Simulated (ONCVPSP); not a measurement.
**Ta: variants of one ONCV potential**

Base potential:

- Element: tantalum
- Generator: ONCVPSP 4.0.1
- Type: optimised norm-conserving Vanderbilt (ONCV)
- Functional: BLYP
- Relativity: scalar-relativistic
- Frozen core: [Kr] 4d10 4f14
- Valence charge: 13
- Reference configuration: 5s2 5p6 5d3 6s1.75 6p0.25
- Partial waves: 5s+6s: rc 1.95 bohr, ncon 3, nbas 8, qcut 5.8 1/bohr, 2 projectors; 5p+6p: rc 2.30 bohr, ncon 4, nbas 8, qcut 5.8 1/bohr, 2 projectors; 5d: rc 2.55 bohr, ncon 5, nbas 9, qcut 6.8 1/bohr, 2 projectors, debl 2.9 Ha; f scattering state at 0.24 Ha: rc 2.70 bohr, ncon 3, nbas 7, qcut 4.7 1/bohr, 2 projectors, debl 1.6 Ha
- Local potential: polynomial inside 1.30 bohr (lpopt 5, dvloc0 2 Ha)
- Core correction: polynomial model core, fcfact 0.65

Cutoffs, loose and tight: the cutoffs (Ha) at which the residual kinetic energy of the hardest occupied pseudo-wave falls to 1 and 0.1 mHa per electron. They do not see the model core or the augmentation charge, which bear on the density cutoff. Test errors are all-electron minus pseudo excitation energies from the reference, over the configurations 5s2 5p6 5d3 6s2 6p0; 5s2 5p6 5d3 6s1 6p0; 5s2 5p6 5d3 6s0 6p0; 5s2 5p6 5d3 6s1.5 6p0. A dash means not determined; rows that change the core or the reference have their own tests.

| change | outcome | cutoff, loose | cutoff, tight | bound ghosts | GHOST(+) flags above zero | largest test error (meV) |
| --- | --- | --- | --- | --- | --- | --- |
| base | generated | 13 Ha | 16 Ha | none | s | -18 |
| all radii but the core radius scaled by about 0.78 (s 1.52, p 1.78, d 1.98, f 2.10 bohr); local potential polynomial inside 1.02 bohr (lpopt 5, dvloc0 2 Ha) | generated | 16 Ha | 78 Ha | none | s, f | -15 |
| all radii but the core radius scaled by about 0.86 (s 1.68, p 1.98, d 2.18, f 2.32 bohr); local potential polynomial inside 1.12 bohr (lpopt 5, dvloc0 2 Ha) | generated | 13 Ha | 17 Ha | none | s | -16 |
| all radii but the core radius scaled by about 0.91 (s 1.78, p 2.08, d 2.32, f 2.46 bohr); local potential polynomial inside 1.18 bohr (lpopt 5, dvloc0 2 Ha) | generated | 13 Ha | 16 Ha | none | s | -17 |
| all radii but the core radius scaled by about 1.16 (s 2.26, p 2.66, d 2.94, f 3.12 bohr); local potential polynomial inside 1.50 bohr (lpopt 5, dvloc0 2 Ha) | generated | 12 Ha | 14 Ha | none | f | -22 |
| all radii but the core radius scaled by about 1.21 (s 2.36, p 2.78, d 3.10, f 3.28 bohr); local potential polynomial inside 1.58 bohr (lpopt 5, dvloc0 2 Ha) | generated | 11 Ha | 13 Ha | none | none | -21 |
| all radii but the core radius scaled by about 1.24 (s 2.42, p 2.86, d 3.18, f 3.36 bohr); local potential polynomial inside 1.62 bohr (lpopt 5, dvloc0 2 Ha) | generated | 11 Ha | 13 Ha | none | none | -24 |
| all radii but the core radius scaled by about 1.32 (s 2.58, p 3.04, d 3.36, f 3.56 bohr); local potential polynomial inside 1.72 bohr (lpopt 5, dvloc0 2 Ha) | generated | 10 Ha | 12 Ha | none | none | -29 |

Q: What comes out with this change to the base: all radii but the core radius scaled by about 1.10 (s 2.14, p 2.52, d 2.80, f 2.96 bohr); local potential polynomial inside 1.42 bohr (lpopt 5, dvloc0 2 Ha)?

A: outcome: generated; cutoff, loose: 12 Ha; cutoff, tight: 15 Ha; bound ghosts: none; GHOST(+) flags above zero: none; largest test error (meV): -20.

Reading the sweep of the scale of all radii but the core radius (base = 1) (base included, trends over the rows without a ghost): The loose cutoff falls from 16 Ha at 0.78 to 10 Ha at 1.32. A larger radius leaves more room for a smooth pseudo-wave, so fewer plane waves are needed; a smaller one forces it to follow the all-electron wave where it bends sharply. The median size of the test errors (rows with all tests solved) stays near 2.6 meV.
